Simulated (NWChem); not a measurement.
# A calculation on ammonia borane (H$_{6}$BN)

```xyz
8

B      0.9250    -0.0703     0.0000
N     -0.7241     0.0551     0.0000
H      1.3318     1.0825     0.0000
H      1.1975    -0.6830    -1.0223
H      1.1975    -0.6830     1.0223
H     -1.0582     0.5584     0.8253
H     -1.1666    -0.8671     0.0000
H     -1.0582     0.5584    -0.8253
```
Charge 0, spin multiplicity 1.

Everything below was run with NWChem. Structure: optimised with B3LYP/def2-SVP, a minimum by its harmonic frequencies.

Static limit. This basis has no diffuse functions, which lowers polarisabilities.

B3LYP has NWChem's definition, with VWN1-RPA local correlation. The Pople sets run with spherical d functions.

Q: Give the polarisability tensor in bohr³ at B3LYP/6-31G* (spherical d), VWN1-RPA local correlation, in the frame of the coordinates, and its isotropic mean.

A: 
```
22.44   0.12   0.00
 0.12  23.99   0.00
 0.00   0.00  24.00
```
Mean (one third of the trace): 23.48 bohr³.
